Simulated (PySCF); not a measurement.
# Reading the logs of faulty runs: AlBGeH4N cation

All numbers below are calculated, not measured. They come from PySCF 2.14.0, an open-source quantum chemistry program, on an isolated molecule that a program drew, which may never have been made. The molecule is AlBGeH4N cation (charge +1, singlet), drawn as the SMILES string `N=[B][Al+][GeH3]`.

Each row is a Hartree-Fock (HF) and frozen-core CCSD(T) single point in the cc-pV(D+d)Z basis, meant for a local HF minimum. Run 1 is clean. Each other run has one planted mistake out of seven kinds, and not every kind appears here: one electron removed, one electron added, multiplicity raised by two, geometry at a saddle point, minimal basis STO-3G, one bond length entered in bohr, all coordinates scaled. The reference is restricted for singlets and unrestricted otherwise, and also for a bond in bohr. Adding or removing an electron swaps singlet and doublet. Electrons count all cores. HOMO and LUMO are orbital energies over both spins, the gradient is its largest component, and the lowest frequency (negative if imaginary) is given only where the gradient is small. Bond lengths are over the 7 bonds as drawn. T1 is the CCSD diagnostic: over 0.02 (restricted) or 0.045 (unrestricted) a single reference is doubtful. Germanium has the cc-pVDZ-PP basis, with a core potential (ECP10MDF) in place of its 10 inner electrons, and its 3s, 3p and 3d shells are frozen in CCSD(T).

Geometry of the clean run:
```xyz
8
AlBGeH4N cation, angstrom
N    -2.5046    2.5440    2.4305
B    -2.4182    1.4660    1.8670
Al   -2.2726   -0.3680    0.9071
Ge   -2.0949   -2.6157   -0.2693
H    -2.5743    3.4203    2.8885
H    -3.2992   -3.3983    0.2238
H    -0.7621   -3.1798    0.1904
H    -2.1439   -2.2747   -1.7483
```

```
run,electrons,basis functions,<S^2>,HOMO (eV),LUMO (eV),gradient (hartree/bohr),lowest frequency (cm^-1),mean bond (Å),longest bond (Å),T1,HF (hartree),CCSD(T) (hartree),mistake
1,60,94,0.000,-15.67,-4.74,2.4e-05,76,1.6264,2.543,0.0192,-616.51450,-616.95212,no fault
2,60,94,0.900,-14.87,-4.62,7.9e-02,-,1.7524,2.543,0.0772,-616.34100,-616.78488,one bond length entered in bohr
3,60,94,0.000,-15.79,-4.73,4.6e-02,-,1.5841,2.477,0.0182,-616.50870,-616.94154,all coordinates scaled
4,59,94,0.761,-20.11,-11.99,1.0e-01,-,1.6264,2.543,0.0161,-616.02086,-616.39545,one electron removed
5,60,94,2.030,-11.15,-5.99,1.7e-01,-,1.6264,2.543,0.0163,-616.40597,-616.79384,multiplicity raised by two
6,61,94,0.783,-6.01,0.39,3.0e-02,-,1.6264,2.543,0.0192,-616.71136,-617.15676,?
```

**Which mistake was planted in run 6, and what did it cost?**

It counts 61 electrons, one more than the clean run, at the same geometry and basis. So the mistake is: one electron added. Subtracting run 1 and multiplying by 627.51 kcal/mol a hartree, the energy moved by -123.5 kcal/mol in HF and -128.4 kcal/mol in CCSD(T).

Cautions from the logs. Run 2: T1 is over the limit, so its CCSD(T) energy is less reliable.
